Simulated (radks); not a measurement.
Values are calculated unless marked as measured or tabulated.
Problem. The mean radii <r> (bohr) of the occupied orbitals of an atom or ion are listed with their occupations. Code: a radial shooting solver on a logarithmic mesh with Libxc functionals. Model: Dirac Kohn-Sham, Wu-Cohen GGA, spin-unpolarised, spherical densities, point nucleus.

| orbital | occ. | <r> |
|---|---|---|
| 1s1/2 | 2 | 0.04149 |
| 2s1/2 | 2 | 0.1833 |
| 2p1/2 | 2 | 0.1574 |
| 2p3/2 | 4 | 0.1613 |
| 3s1/2 | 2 | 0.5304 |
| 3p1/2 | 2 | 0.5335 |
| 3p3/2 | 4 | 0.5441 |
| 3d3/2 | 4 | 0.5533 |
| 3d5/2 | 6 | 0.5573 |
| 4s1/2 | 2 | 1.536 |
| 4p1/2 | 1.66667 | 1.800 |
| 4p3/2 | 3.33333 | 1.837 |

Name the element and its charge. Open shells, if any, are shared by 2j + 1.

Solution. Z = 36, krypton, charge +1: Kr+ in [Ar] 3d10 4s2 4p5. The 1s radius gives Z: for a bare nucleus <r> = (2 gamma + 1)/(2Z) with gamma = sqrt(1 - (Z/c)^2), 0.04069 bohr for Z = 36, and screening makes it slightly larger (0.04149 here). The occupations add up to 35, and the charge is Z minus that.
